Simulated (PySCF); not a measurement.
[MnBr4]-: Mn(III) (d4), charge -1. The structure is a model geometry with rigid ligands and bond lengths from ionic radii, not a minimum; coordination tetrahedral, point group Td, metal–donor distances 2.38 Å.

Method (PySCF 2.14, density fitting): CASSCF(4,5) with orbitals averaged over all microstates of the shell, strongly contracted NEVPT2 on the averaged canonical orbitals; basis x2c-TZVPall on the metal, x2c-SVPall elsewhere; spin-free X2C; IEF-PCM water; spin-orbit coupling by state interaction with the mean-field operator over all roots.

CASSCF energies above the lowest CASSCF root:

```tsv
state	CASSCF / cm⁻¹
5T2	0
5E	5802
3T1	17199
3T2	18945
3T1	20667
3E	22064
1A1	23118
3T2	23370
3T1	23619
1T1	26014
3T2	26020
3A2	26179
3T1	26218
3E	27561
1T2	28911
3A1	29808
1E	30691
3T1	31165
1A1	31368
1T2	32885
3T2	32913
1T1	33135
```

**Question.** How does dynamic correlation (SC-NEVPT2) move these states?

**Answer.** 
```csv
state,NEVPT2 / cm⁻¹,shift / cm⁻¹
5T2,0,0
5E,8323,+2521
3T1,13790,-3409
3T2,17102,-1843
3T1,19457,-1210
3E,21629,-435
1A1,15712,-7405
3T2,20700,-2670
3T1,22369,-1250
1T1,21831,-4183
3T2,25296,-723
3A2,25466,-713
3T1,26499,+280
3E,27590,+29
1T2,27402,-1509
3A1,29753,-55
1E,28158,-2533
3T1,32485,+1320
1A1,28779,-2589
1T2,32140,-745
3T2,28825,-4088
1T1,31586,-1549
```

The geometry is a model, and the complex may not exist in this form. Charge-transfer states lie outside this active space and may come lower than some of these levels. The ground state is orbitally degenerate in this regular structure, which would distort (Jahn–Teller). NEVPT2 lifts 5E from 5802 to 8323 cm⁻¹; on the d shell alone such lifts tend to overshoot. NEVPT2 on the d shell alone tends to put d–d bands too high for such charged or covalently bound ions. Gaps between spin states lean to high spin in this active space.
